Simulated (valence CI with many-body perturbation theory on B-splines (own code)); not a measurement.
Results of a calculation; reference values are marked as such.
# Energy levels of Hg⁵⁷⁺

Level of theory: configuration interaction combined with many-body perturbation theory (CI+MBPT): five valence electrons over a frozen Dirac-Fock core [Ar], radial functions for each j: 7 s, 7 p, 8 d, 6 f, 4 g, 1 h, with the one-electron correlation potential Σ1, the two-electron term Σ2, the three-electron term Σ3, Breit, model QED; selected CI, second order for the rest (own B-spline code, finite nucleus).

The last digits are not significant, and no measured levels were compared; by estimate large intervals hold to a few tenths of a per cent, small ones and those within an open d or f shell to about a per cent. The list stops below the first excitations out of the core. Only levels of the ground parity were solved; by the run's estimate the other parity begins above the list, which can be wrong where configurations are misplaced.

Levels 1 to 27 of 27, with energies above the lowest level, (3d3/2^4 3d5/2) J=5/2. "Leading %" is the weight of the configuration and term that name the level; weights of strongly mixed levels are sums over their largest components and can fall short. In the jj column 3d3/2^4 stands for four electrons in 3d with j = 3/2.

| No. | Configuration | Term | J | E (cm⁻¹) | Leading % | g | Second component | Leading jj |
| --- | --- | --- | --- | --- | --- | --- | --- | --- |
| 1 | 3d5 | 2D | 5/2 | 0 | 27 | 1.250 | 24 % 3d5 4P | 3d3/2^4 3d5/2 (98 %) |
| 2 | 3d5 | 6S | 5/2 | 718660 | 32 | 1.323 | 22 % 3d5 2F | 3d3/2^3 3d5/2^2 (97 %) |
| 3 | 3d5 | 4G | 7/2 | 818950 | 31 | 1.158 | 26 % 3d5 2F | 3d3/2^3 3d5/2^2 (100 %) |
| 4 | 3d5 | 2H | 11/2 | 827510 | 46 | 1.091 | 30 % 3d5 4G | 3d3/2^3 3d5/2^2 (100 %) |
| 5 | 3d5 | 4D | 3/2 | 838230 | 38 | 1.129 | 27 % 3d5 4P | 3d3/2^3 3d5/2^2 (99 %) |
| 6 | 3d5 | 2G | 9/2 | 881000 | 34 | 1.125 | 24 % 3d5 4G | 3d3/2^3 3d5/2^2 (99 %) |
| 7 | 3d5 | 2D | 5/2 | 917560 | 37 | 1.123 | 23 % 3d5 4D | 3d3/2^3 3d5/2^2 (98 %) |
| 8 | 3d5 | 2F | 7/2 | 955330 | 39 | 1.063 | 35 % 3d5 2G | 3d3/2^3 3d5/2^2 (99 %) |
| 9 | 3d5 | 4P | 1/2 | 957540 | 37 | 1.754 | 34 % 3d5 2S | 3d3/2^3 3d5/2^2 (96 %) |
| 10 | 3d5 | 2D | 3/2 | 1119300 | 65 | 0.800 | 17 % 3d5 4F | 3d3/2^3 3d5/2^2 (95 %) |
| 11 | 3d5 | 6S | 5/2 | 1527100 | 37 | 1.319 | 26 % 3d5 4G | 3d3/2^2 3d5/2^3 (96 %) |
| 12 | 3d5 | 4D | 7/2 | 1606200 | 52 | 1.205 | 42 % 3d5 4G | 3d3/2^2 3d5/2^3 (100 %) |
| 13 | 3d5 | 4G | 11/2 | 1606500 | 51 | 1.087 | 49 % 3d5 2I | 3d3/2^2 3d5/2^3 (100 %) |
| 14 | 3d5 | 4G | 9/2 | 1625500 | 64 | 1.137 | 34 % 3d5 2G | 3d3/2^2 3d5/2^3 (99 %) |
| 15 | 3d5 | 2I | 13/2 | 1649100 | 100 | 1.063 |  | 3d3/2^2 3d5/2^3 (100 %) |
| 16 | 3d5 | 4D | 1/2 | 1675000 | 79 | 0.423 | 18 % 3d5 2S | 3d3/2^2 3d5/2^3 (99 %) |
| 17 | 3d5 | 4P | 3/2 | 1684800 | 54 | 1.156 | 35 % 3d5 4F | 3d3/2^2 3d5/2^3 (99 %) |
| 18 | 3d5 | 2F | 5/2 | 1692300 | 42 | 1.019 | 33 % 3d5 4D | 3d3/2^2 3d5/2^3 (99 %) |
| 19 | 3d5 | 2H | 9/2 | 1738200 | 53 | 1.093 | 47 % 3d5 4F | 3d3/2^2 3d5/2^3 (100 %) |
| 20 | 3d5 | 2G | 7/2 | 1759600 | 61 | 0.977 | 36 % 3d5 2F | 3d3/2^2 3d5/2^3 (100 %) |
| 21 | 3d5 | 2D | 3/2 | 1781700 | 83 | 0.855 | 16 % 3d5 4D | 3d3/2^2 3d5/2^3 (95 %) |
| 22 | 3d5 | 4F | 5/2 | 1782300 | 66 | 1.046 | 26 % 3d5 2D | 3d3/2^2 3d5/2^3 (99 %) |
| 23 | 3d5 | 2G | 7/2 | 1839200 | 48 | 1.024 | 32 % 3d5 2F | 3d3/2^2 3d5/2^3 (98 %) |
| 24 | 3d5 | 4P | 1/2 | 1841000 | 48 | 1.742 | 42 % 3d5 2P | 3d3/2^2 3d5/2^3 (92 %) |
| 25 | 3d5 | 2G | 9/2 | 1918500 | 81 | 1.101 | 10 % 3d5 4F | 3d3/2^2 3d5/2^3 (99 %) |
| 26 | 3d5 | 2P | 3/2 | 2057100 | 74 | 1.174 | 23 % 3d5 2D | 3d3/2^2 3d5/2^3 (99 %) |
| 27 | 3d5 | 2D | 5/2 | 2095300 | 81 | 1.171 | 9 % 3d5 2F | 3d3/2^2 3d5/2^3 (97 %) |

The ionisation energy to 3d4 3P_0 of the next ion comes out as 5780.3 eV (NIST: 5780 ± 6 eV (theoretical)). All 27 levels together are meant to be complete up to 2234300 cm⁻¹.
